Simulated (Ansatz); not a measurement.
Complex (SMILES): F (HF) with C#N (CH-N), atoms 1 to 2 the first; geometry from B3LYP-D3(BJ)/def2-TZVP, monomers rigid:
```xyz
5

F      0.9503     0.5484    -0.1025
H      0.2877     0.3564     0.5335
C     -1.8028    -0.2520     2.5405
N     -0.9963    -0.0166     1.7661
H     -2.5562    -0.4720     3.2639
```

Interaction energy at MP2 with Ansatz (a first-principles code), kcal/mol, without and with the counterpoise correction (monomers among the partner's ghost functions). Cartesian d functions, on some or all atoms, in 6-31G*, 6-31G**; all else is spherical. Cores are frozen. No added dispersion term, no relativity. Reference, counterpoise-corrected: Hartree-Fock in aug-cc-pVQZ plus the correlation part extrapolated as X^-3 from aug-cc-pVTZ and aug-cc-pVQZ, -7.99.

| basis | functions | uncorrected | counterpoise | counterpoise correction | mean of both |
|---|---|---|---|---|---|
| 6-31G* | 49 | -7.58 | -5.91 | 1.67 | -6.75 |
| def2-SVP | 52 | -8.39 | -6.25 | 2.14 | -7.32 |
| 6-31G** | 55 | -7.61 | -6.00 | 1.61 | -6.80 |
| 6-311+G** | 78 | -7.68 | -6.87 | 0.81 | -7.28 |
| pcseg-2 | 118 | -7.99 | -7.47 | 0.52 | -7.73 |
| cc-pVTZ | 118 | -8.08 | -6.94 | 1.15 | -7.51 |
| aug-cc-pVQZ | 332 | -8.29 | -7.87 | 0.42 | -8.08 |
| cc-pV5Z | 383 | -8.03 | -7.82 | 0.22 | -7.92 |

The corrected value lies nearer the reference in 1 of 8 rows.
